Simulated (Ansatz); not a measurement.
Start from `[OH][Zr]([F])([F])[F]` and change one atom or group to get `[OH][Zr]([F])([F])[SH]`.

Ansatz, PBE0-D4/def2-TZVP geometries, multiplicity 1. Each molecule was computed in one conformer, which needn't be the lowest.

Elements past krypton have def2 core potentials.

```tsv
property	`[OH][Zr]([F])([F])[F]`
HOMO energy (ωB97M-V/def2-TZVPP) / eV	-12.74
HOMO–LUMO gap (ωB97M-V/def2-TZVPP) / eV	13.09
LUMO energy (PBE0/def2-TZVPP) / eV	-0.59
size of the dipole moment (ωB97M-V/def2-TZVPP) / D	2.64
HOMO energy (PBE0/def2-TZVPP) / eV	-10.26
ideal-gas entropy at 298 K and 1 bar (rigid rotor, harmonic PBE0-D4/def2-TZVP) / J/(mol·K)	349
```

Give the same properties after the change, and the shifts. (Best estimate.)

Computed: 
```tsv
property	`[OH][Zr]([F])([F])[SH]`	shift
HOMO energy (ωB97M-V/def2-TZVPP) / eV	-9.92	2.82
HOMO–LUMO gap (ωB97M-V/def2-TZVPP) / eV	10.27	-2.82
LUMO energy (PBE0/def2-TZVPP) / eV	-1.32	-0.73
size of the dipole moment (ωB97M-V/def2-TZVPP) / D	3.36	0.72
HOMO energy (PBE0/def2-TZVPP) / eV	-7.76	2.50
ideal-gas entropy at 298 K and 1 bar (rigid rotor, harmonic PBE0-D4/def2-TZVP) / J/(mol·K)	389	40
```

With PBE0 the HOMO rises by 2.50 eV and the LUMO falls by 0.73 eV, so the gap narrows by about 3.23 eV. PBE moves the HOMO by 1.96 eV and ωB97M-V by 2.82 eV. The zero-point energy changes by 17.6 kJ/mol with +3 modes. Dipoles are sizes alone; their direction can turn.
